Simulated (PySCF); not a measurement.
C2H5NOSi, SMILES C[SiH2]N=C=O.

The structure is a stationary point at ωB97X-D3(BJ)/def2-SVP. The values are those of a single conformer.

Two levels are set side by side: PBE/def2-TZVP (PySCF) and CAM-B3LYP/def2-TZVP (PySCF). Same geometry, gas phase. Differences are taken from unrounded values.

| quantity | CAM-B3LYP | PBE | PBE minus CAM-B3LYP |
|---|---|---|---|
| orbital gap (eV) | 11.14 | 6.63 | -4.51 |
| highest occupied level (eV) | -9.83 | -7.10 | 2.73 |
| lowest empty level (eV) | 1.32 | -0.47 | -1.78 |
| dipole moment (D) | 2.78 | 2.65 | -0.13 |
| mean polarisability (bohr³) | 57.8 | 60.5 | 2.8 |

PBE's occupied levels lie high since its potential decays too fast outside the molecule; exact exchange lowers them and widens the gap. PBE's more diffuse valence density responds more strongly to a field. Differences between two approximate levels are no errors against the true value.

Rough cost on one machine, each run with all the roots and properties that it gave: CAM-B3LYP against PBE within a factor of 2.
